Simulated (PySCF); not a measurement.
Species: C5H5FO.
Cartesian coordinates in Å at the GFN2-xTB level; atoms count from 1:
```
atom  x, y, z in Å
C1    -1.9764   -0.3903   -0.0464
C2    -0.7494   -0.7039   -0.4161
C3     0.3301    0.3064   -0.6723
C4     1.4903    0.1007    0.2729
F5     2.3089   -0.9535   -0.0105
C6     1.6596    0.8207    1.3436
O7     1.7421    1.5560    2.2444
H8    -2.7276   -1.1407    0.1304
H9    -2.2840    0.6345    0.0863
H10   -0.4526   -1.7365   -0.5408
H11   -0.0569    1.3188   -0.5528
H12    0.7171    0.1871   -1.6884
```

Level of theory: TDDFT PBE0/def2-SVPD, vertical, gas phase, core orbitals frozen in the response (PySCF).

Transition dipole moments from the ground state, in atomic units and in the frame of the coordinates above (overall signs are arbitrary), for the states with f of 0.002 or more among the lowest 6:

```tsv
state	E (eV)	μx	μy	μz
S2	4.973	-0.466	-0.090	-0.149
S3	5.726	0.527	0.189	0.253
S5	7.015	0.157	0.088	0.289
S6	7.102	-0.042	0.019	-0.114
```

Work out the oscillator strengths.

f = (2/3) ΔE |μ|² with ΔE in hartree (27.2114 eV).

| state | \|μ\|² (au) | \|μ\| (D) | f |
| --- | --- | --- | --- |
| S2 | 0.248 | 1.27 | 0.030 |
| S3 | 0.378 | 1.56 | 0.053 |
| S5 | 0.116 | 0.87 | 0.020 |
| S6 | 0.015 | 0.31 | 0.003 |

Which bond between heavy atoms lies closest to the direction of the S3 transition dipole?

C3–C4, at 29° from it; next C2–C3 at 41°.

What angle do the transition dipoles of S2 and S3 make?

|cos θ| = |μa·μb| / (|μa| |μb|) = 0.98, so θ ≈ 11° (taken between 0 and 90°, since the signs are arbitrary).

How is the summed strength of these states shared among x, y and z?

(2/3) Σ ΔE μα² gives 0.070 for x, 0.007 for y and 0.028 for z, 0.106 in all.

What peak molar absorption coefficient would the strongest computed level give as a lone Gaussian band 0.4 eV wide at half height?

ε(max) = 2.175×10⁸ f / FWHM, with the width in cm⁻¹. S3: 2.175×10⁸ × 0.0530 / 3226 ≈ 3600 L mol⁻¹ cm⁻¹.

One conformer stands for the species.
